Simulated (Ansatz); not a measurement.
```xyz
17

C     2.3744   -0.3116   -0.1435
S     0.9535   -1.3290   -0.6508
Sn   -0.7726    0.1525    0.0720
Cl   -2.7140   -1.0134   -0.5054
S    -0.6865    2.2301   -1.0757
C    -0.7888    1.5876   -2.7750
S    -0.6946    0.5148    2.4182
C    -0.8056   -1.2227    2.9472
H     2.3859    0.6431   -0.6688
H     2.3767   -0.1426    0.9331
H     3.2660   -0.8767   -0.4154
H    -0.6591    2.4484   -3.4308
H     0.0025    0.8653   -2.9743
H    -1.7627    1.1381   -2.9635
H    -1.7805   -1.6425    2.7032
H    -0.6793   -1.2165    4.0298
H    -0.0152   -1.8247    2.4997
```

Total charge 0; spin multiplicity 1. Sn takes the def2 core potential.

Problem. List the ωB97M-V/def2-TZVPP orbital energies in eV (Ansatz 0.2.0). (Estimate.)

Solution. Computed: Occupied: -2771.65, -2427.08, -2427.07, -2426.99, -282.44, -282.44, -282.44, -262.02, -221.01, -221.01, -220.93, -199.50, -199.37, -199.37, -164.13, -164.13, -164.06, -164.06, -164.04, -163.98, -163.93, -163.93, -163.85, -144.14, -98.74, -98.69, -98.68, -32.40, -32.33, -32.32, -32.23, -32.21, -25.28, -24.68, -24.59, -24.48, -20.97, -20.48, -20.37, -16.46, -15.17, -15.00, -14.90, -14.73, -14.63, -14.33, -13.45, -12.68, -12.65, -11.82, -11.70, -11.50, -10.54, -10.32, -9.52, -9.38, -9.37. Lowest empty: 0.12, 1.39, 1.74, 1.86, 2.48, 2.98, 3.20, 3.36.
